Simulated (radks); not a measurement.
Pb3+, 79 electrons, occupied as [Xe] 4f14 5d10 6s1.

Method: non-relativistic Kohn-Sham, RPBE, spin-polarised, spherical densities, point nucleus; open shells are filled with parallel spins first (spin-orbit coupling, left out, can overturn this in heavy ions); relativity is left out, which matters for an element this heavy; computed with a radial shooting solver on a logarithmic mesh with Libxc functionals.

Energy parts (hartree):
part                       energy
total                 -19526.3660
kinetic                19521.8884
electron-nucleus      -46387.4652
Hartree                 7701.7443
exchange-correlation    -362.5335

Orbitals (lengths in bohr, moments of r in powers of bohr):
| orbital | occ. | eigenvalue (hartree) | <r> | <1/r> |
|---|---|---|---|---|
| 1s up | 1 | -2904.133 | 0.01846 | 81.45 |
| 1s down | 1 | -2904.132 | 0.01846 | 81.45 |
| 2s up | 1 | -490.1209 | 0.07762 | 19.21 |
| 2s down | 1 | -490.1206 | 0.07762 | 19.21 |
| 2p up | 3 | -471.9852 | 0.06555 | 19.24 |
| 2p down | 3 | -471.9849 | 0.06555 | 19.24 |
| 3s up | 1 | -117.5946 | 0.1952 | 7.471 |
| 3s down | 1 | -117.5941 | 0.1952 | 7.471 |
| 3p up | 3 | -108.9724 | 0.1858 | 7.428 |
| 3p down | 3 | -108.9719 | 0.1858 | 7.428 |
| 3d up | 5 | -92.89374 | 0.1619 | 7.365 |
| 3d down | 5 | -92.89334 | 0.1619 | 7.365 |
| 4s up | 1 | -26.80898 | 0.4266 | 3.293 |
| 4s down | 1 | -26.80808 | 0.4266 | 3.293 |
| 4p up | 3 | -23.02448 | 0.4293 | 3.208 |
| 4p down | 3 | -23.02354 | 0.4293 | 3.208 |
| 4d up | 5 | -16.04190 | 0.4336 | 3.033 |
| 4d down | 5 | -16.04090 | 0.4336 | 3.033 |
| 4f up | 7 | -6.58490 | 0.4440 | 2.721 |
| 4f down | 7 | -6.58380 | 0.4440 | 2.721 |
| 5s up | 1 | -5.21001 | 0.9494 | 1.404 |
| 5s down | 1 | -5.20749 | 0.9489 | 1.404 |
| 5p up | 3 | -3.94360 | 1.019 | 1.297 |
| 5p down | 3 | -3.94000 | 1.017 | 1.298 |
| 5d up | 5 | -1.89660 | 1.261 | 1.033 |
| 5d down | 5 | -1.88594 | 1.254 | 1.039 |
| 6s up | 1 | -1.22395 | 2.326 | 0.5438 |
| 6s down | 0 | -1.19125 | 2.331 | 0.5419 |
| 6p up | 0 | -0.94139 | 2.682 | 0.4684 |
| 6p down | 0 | -0.91037 | 2.672 | 0.4681 |

The highest occupied level is 6s up at -33.305 eV. Virial ratio -V/T = 2.00023.
